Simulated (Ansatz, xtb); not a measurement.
Two isomers of C4H3BrClF

We compare I, `C=C=C[C@](F)(Cl)Br`, a singlet, with II, `F/C(Cl)=C1\C[C@@H]1Br`, a singlet. Both are isolated molecules in the gas phase, relaxed with PBE0-D3(BJ)/def2-SVP; each stands in its lowest conformer found.

Task: Estimate which is lower in electronic energy at CCSD(T)/def2-SVP + ΔMP2/def2-TZVPP, and by roughly how much.

Result: The CCSD(T)/def2-SVP + ΔMP2/def2-TZVPP calculation puts structure I lower, by 4.8 kcal/mol.

Level by level:

```json
{"level": "GFN2-xTB", "geometry": "GFN2-xTB", "E(II) − E(I) (kcal/mol)": "−10.1", "departure from the last row (kcal/mol)": "−14.9", "job, with rough time for the two": "optimisation, 0.31 s"}
{"level": "HF/STO-3G", "geometry": "GFN2-xTB", "E(II) − E(I) (kcal/mol)": "−10.4", "departure from the last row (kcal/mol)": "−15.2", "job, with rough time for the two": "single point, 0.44 s"}
{"level": "r2SCAN-D4/def2-SVP", "geometry": "GFN2-xTB", "E(II) − E(I) (kcal/mol)": "+0.7", "departure from the last row (kcal/mol)": "−4.1", "job, with rough time for the two": "single point, 3.6 s"}
{"level": "PBE0-D3(BJ)/def2-SVP", "geometry": "PBE0-D3(BJ)/def2-SVP", "E(II) − E(I) (kcal/mol)": "−2.6", "departure from the last row (kcal/mol)": "−7.4", "job, with rough time for the two": "optimisation, 37 s"}
{"level": "HF/def2-SVP", "geometry": "PBE0-D3(BJ)/def2-SVP", "E(II) − E(I) (kcal/mol)": "+3.0", "departure from the last row (kcal/mol)": "−1.9", "job, with rough time for the two": "part of the CCSD(T) run"}
{"level": "MP2/def2-SVP", "geometry": "PBE0-D3(BJ)/def2-SVP", "E(II) − E(I) (kcal/mol)": "−0.4", "departure from the last row (kcal/mol)": "−5.2", "job, with rough time for the two": "part of the CCSD(T) run"}
{"level": "CCSD(T)/def2-SVP", "geometry": "PBE0-D3(BJ)/def2-SVP", "E(II) − E(I) (kcal/mol)": "+2.7", "departure from the last row (kcal/mol)": "−2.1", "job, with rough time for the two": "single point"}
{"level": "CCSD(T)/def2-SVP + ΔMP2/def2-TZVPP", "geometry": "PBE0-D3(BJ)/def2-SVP", "E(II) − E(I) (kcal/mol)": "+4.8", "departure from the last row (kcal/mol)": "", "job, with rough time for the two": "single point, 68 s"}
```

As drawn, II has 2 C–C in place of 1 C=C. Structure I has no ring, II a 3-membered ring.

GFN2-xTB, HF/STO-3G, PBE0-D3(BJ)/def2-SVP put the two in the other order. MP2/def2-SVP finds them nearly level. The largest departure from CCSD(T)/def2-SVP + ΔMP2/def2-TZVPP is that of HF/STO-3G, 15.2 kcal/mol. The last row adds to CCSD(T) the change of the MP2 difference between the two basis sets, here +2.1 kcal/mol.

With thermal terms from frequencies at re-optimised GFN2-xTB minima (ideal gas, soft modes damped towards free rotors, one conformer each, 298.15 K, 1 atm): on the last row, ΔE + ΔZPE = +6.6, ΔH = +6.1, ΔG = +6.8 kcal/mol.

The correlated steps freeze 19 core orbitals; the filled d shell of Br is correlated, in a basis made for valence electrons. Codes used: Ansatz 0.2.0, xtb 6.7.1; the last row on 4 threads of Arm Neoverse V1 on a shared host.
